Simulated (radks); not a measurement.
Coherent X-ray form factor from a spherical all-electron density. All-electron calculation, Dirac Kohn-Sham, PBE, spin-unpolarised, spherical densities, point nucleus. Program: a radial shooting solver on a logarithmic mesh with Libxc functionals.

sin(theta)/lambda (1/angstrom),f0 (electrons)
0.05,43.911
0.1,43.645
0.15,43.207
0.2,42.607
0.25,41.856
0.3,40.969
0.4,38.852
0.5,36.407
0.6,33.787
0.8,28.582
1,24.075
1.25,19.886
1.5,17.078
2,13.456

The species is in the configuration that NIST lists as its ground one. Which atom or ion scatters so?

Answer. The lutetium ion Lu27+, [Kr] 4d8. Extrapolating in s^2 from the first two rows gives f0(0) = 44.0, near the electron count 44; among species with that count, the fall with angle is slower the higher Z, and the table is that of Z = 71; from so few rows the species is fixed only to a neighbour or two.
